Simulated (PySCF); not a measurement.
Input of a run (PBE0-D3(BJ)/def2-SVP geometry optimisation, gas phase (PySCF 2.14.0)), started from GFN2-xTB:
```
{"job": {"xc": "PBE0", "basis": "def2-SVP", "d3": "d3bj", "grid": 2, "kind": "geom"}, "charge": 0, "multiplicity": 1}
C     -1.777160     1.345985    -0.332762
C     -1.140468     0.011664     0.064750
C     -1.686565    -1.077285    -0.869432
C     -1.542337    -0.298268     1.513877
C      0.377286     0.037066    -0.034523
C      1.086947     1.159841    -0.444652
C      2.469303     1.151906    -0.524674
C      3.152145     0.001014    -0.188635
F      4.501896    -0.015555    -0.263137
C      2.483067    -1.135727     0.223187
C      1.103769    -1.105389     0.295812
H     -1.440740     2.149388     0.318340
H     -2.858977     1.272287    -0.243176
H     -1.542997     1.599246    -1.363995
H     -2.773868    -1.086203    -0.837057
H     -1.372853    -0.887001    -1.893440
H     -1.330581    -2.062455    -0.582096
H     -1.184765    -1.275923     1.825029
H     -1.125583     0.447253     2.187982
H     -2.625903    -0.285455     1.611848
H      0.572650     2.067941    -0.711413
H      3.013906     2.026806    -0.843597
H      3.039341    -2.023366     0.480634
H      0.590753    -1.998009     0.618686
```

Output (energies in Eh, forces in Eh/bohr):
```
step   0  E = -487.84444148  max force = 0.019851
step   1  E = -487.84679916  max force = 0.003565
step   2  E = -487.84683026  max force = 0.000951
step   3  E = -487.84683076  max force = 0.000504
step   4  E = -487.84683422  max force = 0.000126
optimisation converged
```

Question: Summarise the run.

Answer: The energy falls by 1.5 kcal/mol over 5 energy and gradient evaluations, the largest force component goes from 0.0199 to 1.3e-04 Eh/bohr, and the atoms move by 0.025 Å rms after alignment. The bond that changes most is C8–F9 (aromatic C–F carbon to aryl fluorine), which shortens by 0.018 Å. Bonds longer at the end by more than 0.005 Å: 20 of 24; shorter: 1. The energy never rose by more than 1e-6 Eh on the way. The first step brought 99 % of the lowering.

Question: What are the final bond lengths?

Answer: C1–C2 1.529 Å, C2–C3 1.536 Å, C2–C4 1.536 Å, C2–C5 1.530 Å, C5–C6 1.399 Å, C6–C7 1.395 Å, C7–C8 1.386 Å, C8–F9 1.333 Å, C8–C10 1.390 Å, C10–C11 1.390 Å, C5–C11 1.404 Å, C1–H12 1.101 Å, C1–H13 1.101 Å, C1–H14 1.101 Å, C3–H15 1.102 Å, C3–H16 1.101 Å, C3–H17 1.100 Å, C4–H18 1.100 Å, C4–H19 1.101 Å, C4–H20 1.102 Å, C6–H21 1.090 Å, C7–H22 1.092 Å, C10–H23 1.092 Å, C11–H24 1.093 Å. Numbering counts from 1 in the input's order; the species is 1-tert-butyl-4-fluorobenzene (`CC(C)(C)c1ccc(F)cc1`).

The run used 219 basis functions and 36 SCF cycles in all.

Stationary, but not proved a minimum.

Shape of the structure used: `[CH3:1][C:2]([CH3:3])([CH3:4])[c:5]1[cH:6][cH:7][c:8]([F:9])[cH:10][cH:11]1`: C1–C2–C5–C6 0°.
